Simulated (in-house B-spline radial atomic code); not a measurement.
Ionisation energies with and without relativity, with size and susceptibility from the Dirac run. Dirac energy differences include first-order Breit, QED and recoil terms. NIST's values go from ground level to ground level; the uncertainty of those that are theory runs from under 0.1 % in few-electron ions to several per cent in heavy many-electron ones. Computed with a B-spline radial code for spherical atoms: non-relativistic Hartree-Fock and Dirac-Hartree-Fock, averages of the configuration (point nuclei without relativity, finite nuclei with it).

```csv
ion,configuration,configuration after,ionisation non-relativistic (eV),ionisation Dirac Breit and QED (eV),tabulated value (eV),radius at density 0.001 (bohr),diamagnetic susceptibility (10⁻⁶ cm³/mol)
Ga6+,[Ar] 3d7,[Ar] 3d6,142.87,142.14,140.8,2.06,-6.4454
Ge6+,[Ar] 3d8,[Ar] 3d7,146.78,145.98,144.9,2.037,-6.4273
As6+,[Ar] 3d9,[Ar] 3d8,150.65,149.79,147,2.015,-6.4006
Se6+,[Ar] 3d10,[Ar] 3d9,154.49,153.56,155.327,1.993,-6.3669
Br6+,[Ar] 3d10 4s1,[Ar] 3d10,100.28,101.72,103.03,2.532,-7.5835
Kr6+,[Ar] 3d10 4s2,[Ar] 3d10 4s1,105.38,106.95,109.13,2.62,-8.5779
```
